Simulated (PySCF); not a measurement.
**How methods differ on the excitation energy of Mg⁺**

Mg⁺ [Ne] 3s1 (2S) → Mg⁺ [Ne] 3p1 (2P), as a difference of total energies. All numbers are calculated (PySCF 2.14, the spin-free X2C one-electron Hamiltonian (Gaussian nucleus), in x2c-TZVPPall with one added diffuse shell each of s, p, d type (6s5p4d, 41 functions)). Correlated levels: valence and next inner shell: 1s2 frozen. The calculations carry no spin-orbit coupling.

```tsv
method	excitation energy (eV)
UHF	4.325
LDA	4.237
PBE	4.099
PBE0	4.163
r2SCAN	4.088
BLYP	4.159
BHandHLYP	4.331
B97-3	4.105
B3LYP	4.228
MP2 (valence and next inner shell)	4.418
SCS-MP2 (valence and next inner shell)	4.396
```

Task: How much does correlation contribute at MP2 (valence and next inner shell)?

Result: 4.418 − (4.325) = 0.093 eV, measured against UHF.

Errors of the correlated levels include the incompleteness of this basis and the frozen core.

For comparison: 4.43 eV (measured; NIST levels, between the centres of gravity of the two terms).
